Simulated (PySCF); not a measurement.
Species: C3H8FOSi2 (doublet state).
SMILES with atom numbers: `[CH3:1][O:2][CH:3]1[SiH2:4][C:5]([F:6])[SiH2:7]1` (hydrogens: H8, H9, H10 on C1; H11 on C3; H12, H13 on Si4; H14, H15 on Si7)

Structure used (GFN2-xTB), in Å, numbered top down from 1:
```
atom  x, y, z in Å
C1     2.2360    0.2197   -0.7420
O2     1.4008   -0.1762    0.3060
C3     0.0849   -0.5176   -0.1238
Si4   -1.0300    1.0115   -0.5777
C5    -2.0510    0.3556    0.8644
F6    -3.3297    0.6371    1.1938
Si7   -0.9763   -1.1094    1.3814
H8     3.2027    0.4675   -0.3060
H9     1.8324    1.0976   -1.2639
H10    2.3622   -0.5884   -1.4759
H11    0.1675   -1.2620   -0.9284
H12   -1.6271    0.9982   -1.9169
H13   -0.3954    2.3067   -0.3294
H14   -0.3026   -0.9951    2.6712
H15   -1.5787   -2.4371    1.2254
```

The hyperfine couplings belong to this conformer and change with its torsions.

The calculation used UKS B3LYP, pcH-1 on C F H O Si, non-relativistic, mean-field spin-orbit, GIAO (PySCF 2.14.0). The structure is a single GFN2-xTB conformer in the gas phase; no vibrational or solvent corrections. Couplings are sensitive to structure, and on GFN2-xTB geometries they can be far from those on DFT ones. Stability of the SCF solution: not tested.

Problem. The isotropic 13C couplings are +92.4, +1.4 MHz. Assign them to C3; C5.

Solution. 
```json
{"site": "C3", "a_iso (MHz)": "+1.4", "ρ(0) (bohr⁻³)": "+0.0013", "position": "2 bonds from C5", "distance from C5 (Å)": "2.51", "spin population": "+0.01", "largest |T| (MHz)": "1.7"}
{"site": "C5", "a_iso (MHz)": "+92.4", "ρ(0) (bohr⁻³)": "+0.0821", "position": "largest spin population", "distance from C5 (Å)": "0.00", "spin population": "+0.84", "largest |T| (MHz)": "138.9"}
```

Problem. The isotropic 1H couplings, averaged over equivalent nuclei, are +58.5, +50.8, -4.0, +0.6 MHz. Assign them to H8/H9/H10; H11; H12/H15; H13/H14.

Solution. 
```tsv
site	a_iso (MHz)	ρ(0) (bohr⁻³)	position	distance from C5 (Å)	bound to	spin population there	largest |T| (MHz)
H8/H9/H10	+0.6	+0.0001	5 bonds from C5	4.99	C1	0.00	1.2
H11	-4.0	-0.0009	γ, 3 bonds from C5	3.28	C3	+0.01	3.9
H12/H15	+50.8	+0.0114	β, 2 bonds from C5	2.87	Si4/Si7	-0.02	4.7
H13/H14	+58.5	+0.0131	β, 2 bonds from C5	2.84	Si4/Si7	-0.02	4.8
```

ρ(0) is the spin density at the nucleus and T the dipolar tensor; a_iso includes a spin–orbit part; entries for several nuclei are means. Largest spin populations (Mulliken): C5 (+0.84) and F6 (+0.08). C5 is the only atom above +0.15. The angles at C5 add up to 358.0°, so it is nearly planar.

Means are taken over nuclei equivalent by connectivity, which assumes that they swap fast. The 1H value of +50.8 MHz is a mean of couplings from 47.8 to 53.8 MHz in this one geometry, not an average over conformers.
